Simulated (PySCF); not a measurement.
# From computed data to an observable: oscillator strength and radiative lifetime

(E)-1-bromo-2-chloro-1-fluoroethene (C₂HBrClF), SMILES F/C(Br)=C\Cl.

The structure is a stationary point at ωB97X-D3(BJ)/def2-SVP.

TDDFT-PBE/def2-SVPD (PySCF) puts the first singlet state with f over 0.02 at 5.83 eV (vertical), with the transition dipole (0.254, 1.255, 0.000) in atomic units.

Task: Find the oscillator strength, the wavelength and the radiative lifetime that this transition would have in vacuum if emission retraced absorption.

Result: 
|μ|² = 1.6395 au, so |μ| = 3.25 D. ΔE = 5.83/27.211 = 0.2142 hartree. f = (2/3) ΔE |μ|² = 0.234 (the program prints 0.234).
λ = 1239.84/5.83 = 213 nm; ν = 47022 cm⁻¹.
Einstein's coefficient A = 0.6670 ν² f s⁻¹ (ν in cm⁻¹) = 3.5e8 s⁻¹, so τ = 1/A = 2.9 ns. This state is S2; the lower singlet has f = 0.000. The figure is the radiative limit of this one transition; relaxation, internal conversion, crossing to triplets and a medium change what is measured.
